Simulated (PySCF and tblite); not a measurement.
The numbers below are computed, except where a source is named.
C8H11F3, numbered as in [F:1][CH:2]([F:3])[C@H:4]1[CH2:5][C@@H:6]2[CH2:7][C@H:8]1[CH2:9][C@@H:10]2[F:11].

Level: PBE0-D3(BJ)/def2-SVP (IEF-PCM, cyclohexane)//GFN2-xTB, thermal terms from GFN2-xTB, symmetry numbers and mirror pairs counted. Conformers within 2.5 kcal/mol (GFN2-xTB free energy) were kept, 2 at most. GIAO shieldings: KT3/pcSseg-1 (IEF-PCM, cyclohexane). Shifts are against TMS (¹H), TMS (¹³C) at the same level; of two unlike H on one atom, a is the less shielded. Run with PySCF (density fitting) and tblite.

Torsions listed: F1–C2–C4–C5. The 5-ring runs over atoms 4–5–6–7–8. The 5-ring runs over atoms 6–7–8–9–10.

```
conformer                                                                                                                               shape  symmetry  E(GFN2) kcal/mol  E(DFT) kcal/mol
        1                    5-ring envelope (ring torsions 36, -56, 56, -35, 0°); 5-ring envelope (ring torsions -58, 38, -4, -33, 55°); 76°        C1              0.00             0.00
        2  5-ring between envelope and twist (ring torsions 29, -54, 58, -41, 7°); 5-ring envelope (ring torsions -56, 33, 4, -39, 58°); -39°        C1              2.15             1.32
```

How much do the weights at 298.15 K and the averaged shift of H5a depend on how the conformers are weighted?


| weighting | 1 (%) | 2 (%) | δ (ppm) | rms dipole (D) |
| --- | --- | --- | --- | --- |
| DFT energy with thermal terms, symmetry and mirror images (full scheme) | 91 | 9 | 2.05 | 3.41 |
| DFT energy with symmetry and mirror images | 90 | 10 | 2.05 | 3.41 |
| bare DFT energy | 90 | 10 | 2.05 | 3.41 |
| GFN2-xTB energy with symmetry and mirror images | 97 | 3 | 2.01 | 3.37 |
| GFN2-xTB free energy | 98 | 2 | 2.01 | 3.37 |
| leading conformer alone | 100 | 0 | 1.99 | 3.36 |
| equal weights | 50 | 50 | 2.29 | 3.61 |

The largest departure from the full scheme, 0.24 ppm, comes with: equal weights.

For its torsions the set is small; conformers may be missing.


Conformer gaps in def2-SVP on xTB geometries can be 2 kcal/mol too large for S=O, P=O and other polar bonds.